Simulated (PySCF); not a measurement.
cyclotrisilazane (H₉N₃Si₃), SMILES N1[SiH2]N[SiH2]N[SiH2]1. Atoms are numbered in the order given.

```xyz
15

Si     0.2648     1.6822     0.0000
N     -0.2703     0.8332    -1.4345
Si    -0.0967    -0.8912    -1.5831
N      0.4210    -1.4235     0.0000
Si    -0.0967    -0.8912     1.5831
N     -0.2703     0.8332     1.4345
H     -0.3459     3.0419     0.0000
H      1.7493     1.7951     0.0000
H     -0.9183     1.3139    -2.0524
H     -1.3985    -1.4580    -2.0543
H      0.9578    -1.3570    -2.5342
H      1.1506    -2.1322     0.0000
H      0.9578    -1.3570     2.5342
H     -1.3985    -1.4580     2.0543
H     -0.9183     1.3139     2.0524
```
Charge 0, spin multiplicity 1.

Coordinates come from a B3LYP-D3(BJ)/def2-SVP optimisation.

Method: HF/pcSseg-1 (PySCF).

GIAO shieldings, no solvent; atoms listed in one row are averaged. δ = σ(ref) − σ: ²⁹Si against TMS (σ = 393.8 ppm); ¹⁵N against NH3 (σ = 267.3 ppm); ¹H against TMS (σ = 31.99 ppm), references at their B3LYP-D3(BJ)/def2-TZVP geometries, non-relativistic.

Computed chemical shifts:
```json
[
 {"nucleus": "²⁹Si", "atoms": "Si5, Si3", "count": "2", "δ (ppm)": "-36.2"},
 {"nucleus": "²⁹Si", "atoms": "Si1", "count": "1", "δ (ppm)": "-38.9"},
 {"nucleus": "¹⁵N", "atoms": "N6, N2", "count": "2", "δ (ppm)": "25.8"},
 {"nucleus": "¹⁵N", "atoms": "N4", "count": "1", "δ (ppm)": "18.0"},
 {"nucleus": "¹H", "atoms": "H10, H14", "count": "2", "δ (ppm)": "4.97"},
 {"nucleus": "¹H", "atoms": "H8", "count": "1", "δ (ppm)": "4.90"},
 {"nucleus": "¹H", "atoms": "H11, H13", "count": "2", "δ (ppm)": "4.85"},
 {"nucleus": "¹H", "atoms": "H7", "count": "1", "δ (ppm)": "4.52"},
 {"nucleus": "¹H", "atoms": "H15, H9", "count": "2", "δ (ppm)": "0.86"},
 {"nucleus": "¹H", "atoms": "H12", "count": "1", "δ (ppm)": "0.77"}
]
```
